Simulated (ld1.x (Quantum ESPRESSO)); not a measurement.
Which change was made? (Mo, TM)

molybdenum, norm-conserving Troullier–Martins (Kleinman–Bylander form), made with ld1.x (Quantum ESPRESSO) 7.5 (PBE, scalar-relativistic). Core [Ar] 3d10, reference 4s2 4p6 4d4 5s0 5p0 (charge +2). Waves: 4s (bound): rc 1.85 bohr; 4p (bound): rc 2.00 bohr; 4d (bound): rc 2.45 bohr. Local part: all-electron potential smoothed inside 1.75 bohr (lloc = -1). Core correction: a·sin(br)/r model core, default radius (core density twice the valence density).

Cutoffs, loose and tight: the cutoffs (Ry, on a coarse ladder) from which the occupation-weighted sum of valence levels, in a spherical-Bessel basis at the reference potential, stays within 10 and 1 mRy of its value at 400 Ry. They do not see the model core or the augmentation charge, which bear on the density cutoff. Test errors are all-electron minus pseudo excitation energies from the reference, over the configurations 4s2 4p6 4d5 5s1 5p0; 4s2 4p6 4d5 5s0 5p0; 4s2 4p6 4d3 5s0 5p0; 4s2 4p6 4d6 5s0 5p0; 4s2 4p5 4d5 5s1 5p0; 4s2 4p6 4d5.5 5s0.5 5p0; 4s1 4p6 4d5 5s1 5p0; variants that change the core or the reference have their own tests. The largest error is taken over the tests solved by every variant that gives reliable tests at all, those not shown here included: 4s2 4p6 4d3 5s0 5p0; 4s2 4p6 4d5 5s0 5p0; 4s2 4p6 4d6 5s0 5p0.

The base gives: outcome: generated; cutoff, loose: 35 Ry; cutoff, tight: 55 Ry; bound ghosts: none; largest test error (meV): -7.0.

**Question.** After one change the result is: outcome: generated; cutoff, loose: 30 Ry; cutoff, tight: 50 Ry; bound ghosts: none; largest test error (meV): +27. Which change was it?
A. all radii but the core radius scaled by about 1.37 (s 2.52, p 2.74, d 3.34 bohr); local potential all-electron potential smoothed inside 2.40 bohr (lloc = -1)
B. all radii but the core radius scaled by about 0.76 (s 1.40, p 1.52, d 1.86 bohr); local potential all-electron potential smoothed inside 1.32 bohr (lloc = -1)
C. all radii but the core radius scaled by about 1.08 (s 2.00, p 2.16, d 2.66 bohr); local potential all-electron potential smoothed inside 1.90 bohr (lloc = -1)

**Answer.** C. The others give: all radii but the core radius scaled by about 0.76 (s 1.40, p 1.52, d 1.86 bohr); local potential all-electron potential smoothed inside 1.32 bohr (lloc = -1) → outcome: generated; cutoff, loose: 80 Ry; cutoff, tight: 120 Ry; bound ghosts: none; largest test error (meV): +3.1 | all radii but the core radius scaled by about 1.37 (s 2.52, p 2.74, d 3.34 bohr); local potential all-electron potential smoothed inside 2.40 bohr (lloc = -1) → outcome: generated; cutoff, loose: 25 Ry; cutoff, tight: 45 Ry; bound ghosts: none; largest test error (meV): +110.
